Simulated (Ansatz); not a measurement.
The molecule MgSi, multiplicity 3 (lowest of 2S+1 = 1, 3 at CCSD(T)/def2-TZVPP on PBE0 minima; our sources give no spin for the ground state, which may be another). The T1 diagnostic near the minimum is 0.057, so single-reference values are doubtful.

D_e counts from the fitted minimum to each atom's lowest state at the same level, without counterpoise.

Correlated levels freeze the inner cores; with def2 sets outer-core shells near the valence are correlated too.

Run with Ansatz (Gaussian basis) for Hartree–Fock, density functionals and correlated methods. Each number belongs to the level named beside it.

```
level                 bond energy D_e (kcal/mol)
--------------------  --------------------------
PBE/def2-TZVPP                             29.32
r2SCAN/def2-TZVPP                          30.66
B97M-V/def2-TZVPP                          27.91
B3LYP/def2-TZVPP                           21.06
BHLYP/def2-TZVPP                           17.33
CAM-B3LYP/def2-TZVPP                       18.15
wB97X-V/def2-TZVPP                         19.17
wB97M-V/def2-TZVPP                         19.15
B2PLYP/def2-TZVPP                              ?
```

Problem. Complete the blanks.

Solution. 
- B2PLYP/def2-TZVPP, bond energy D_e (kcal/mol): 19.75

Doubts at one or more of the structures used: a spin-contaminated determinant (r2SCAN/def2-TZVPP, BHLYP/def2-TZVPP, CAM-B3LYP/def2-TZVPP, wB97X-V/def2-TZVPP, B2PLYP/def2-TZVPP).

Ansatz is a program for electronic structure.
